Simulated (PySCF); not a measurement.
How methods differ on the excitation energy of Mg

Mg [Ne] 3s2 (1S) → Mg [Ne] 3p2 (3P), as a difference of total energies. Computed with PySCF 2.14 in aug-cc-pVTZ-DK, with scalar relativity by spin-free X2C-1e. Correlated levels: valence: [Ne] frozen. The calculations carry no spin-orbit coupling.

```
           method  excitation energy (eV)  error (eV)
              UHF                   6.302      -0.871
              LDA                   6.564      -0.609
              PBE                   6.329      -0.844
             PBE0                   6.443      -0.730
           r2SCAN                   6.181      -0.992
             BP86                   6.357      -0.816
             PW91                   6.345      -0.828
          r2SCANh                   6.262      -0.911
             BLYP                   6.633      -0.540
    MP2 (valence)                   6.809      -0.364
SCS-MP2 (valence)                   7.030      -0.143
```

Reference: 7.173 eV (measured; NIST levels, between the centres of gravity of the two terms).

Errors of the correlated levels include the incompleteness of this basis and the frozen core.
